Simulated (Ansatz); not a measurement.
Basis sets compared for Al₃P₃H₁₂, a cluster cut from zinc blende AlP (hydrogen-capped). The state is a singlet with charge 0. Geometry PBE-D4/def2-SVP. Ansatz on 4 threads of Arm Neoverse V2 on a shared host; times are rough, and most runs start from earlier orbitals.

```xyz
18

Al   -0.720   -2.175    1.114
Al   -0.114    0.106   -2.543
Al    1.828    1.354    1.147
P     0.154   -0.131    2.127
P     0.665    1.791   -0.956
P    -1.482   -1.183   -0.983
H    -1.993   -2.672    1.952
H     0.545   -3.087    0.756
H    -1.068    0.805   -3.624
H     1.152   -0.806   -2.902
H     1.892    2.708    2.002
H     3.095    0.443    0.790
H    -0.950    0.662    2.576
H     0.654   -0.504    3.416
H    -0.407    2.704   -0.701
H     1.501    2.686   -1.698
H    -2.689   -0.454   -0.730
H    -2.063   -2.248   -1.744
```

Binding counts from free atoms (Al doublet, P quartet, H doublet) in the same basis, without a counterpoise term.

```json
{"level": "HF/STO-3G", "functions": "66", "energy (Eh)": "-1734.8860", "HOMO (eV)": "-7.62", "LUMO (eV)": "9.83", "binding per atom (eV)": "3.18", "wall time": "0.25 s"}
{"level": "PBE-D4/def2-SVP", "functions": "168", "energy (Eh)": "-1757.1763", "HOMO (eV)": "-6.75", "LUMO (eV)": "-1.75", "binding per atom (eV)": "2.73", "wall time": "2.1 s"}
{"level": "PBE0-D4/def2-SVP", "functions": "168", "energy (Eh)": "-1757.3606", "HOMO (eV)": "-7.92", "LUMO (eV)": "-0.95", "binding per atom (eV)": "2.72", "wall time": "2.8 s"}
```

Task: Estimate the rows for HF/def2-TZVP, PBE-D4/def2-TZVP (with forces), PBE0-D4/def2-TZVP.

Result: 
| level | functions | energy (Eh) | HOMO (eV) | LUMO (eV) | binding per atom (eV) | wall time |
| --- | --- | --- | --- | --- | --- | --- |
| HF/def2-TZVP | 294 | -1755.0825 | -10.59 | 1.91 | 2.01 | 4.9 s |
| PBE-D4/def2-TZVP (with forces) | 294 | -1757.7880 | -6.77 | -2.08 | 2.72 | 4.9 s |
| PBE0-D4/def2-TZVP | 294 | -1757.9625 | -7.90 | -1.28 | 2.72 | 9 s |
